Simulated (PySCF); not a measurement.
Job for PySCF: U-HF/6-31G* on BF2HO (SMILES OB(F)F), a point of a bond scan (R = 1.599 Å).

```python
from pyscf import gto, scf, dft, mp
from pyscf.data.elements import chemcore

mol = gto.M(
    atom='''
    B    -0.01132654   -0.00676178    0.01792770
    F     1.54589151   -0.25564610   -0.24561058
    F    -0.53872025   -0.47351002    1.13641053
    O    -0.79276045    0.65749755   -0.85724911
    H    -0.32999807    0.96290708   -1.64415257
    ''',
    basis='6-31g*',
    cart=True,
    charge=0, spin=0, verbose=3, max_memory=1800)
mf = scf.UHF(mol)
mf.conv_tol = 1e-8
mf.max_cycle = 100
mf.init_guess_breaksym = True
mf.kernel()
if not mf.converged:
    mf = mf.newton().run(mf.mo_coeff, mf.mo_occ)
for _ in range(4):
    mo, _, stable, _ = mf.stability(return_status=True)
    if stable:
        break
    mf.kernel(mf.make_rdm1(mo, mf.mo_occ))
```

The log:

```
converged SCF energy = -299.147109250687  <S^2> = 6.2628693e-09  2S+1 = 1
<class 'pyscf.scf.uhf.UHF'> wavefunction is stable in the internal stability analysis
```

Self-consistency was reached.

Cost: very roughly 2.4 core-seconds.
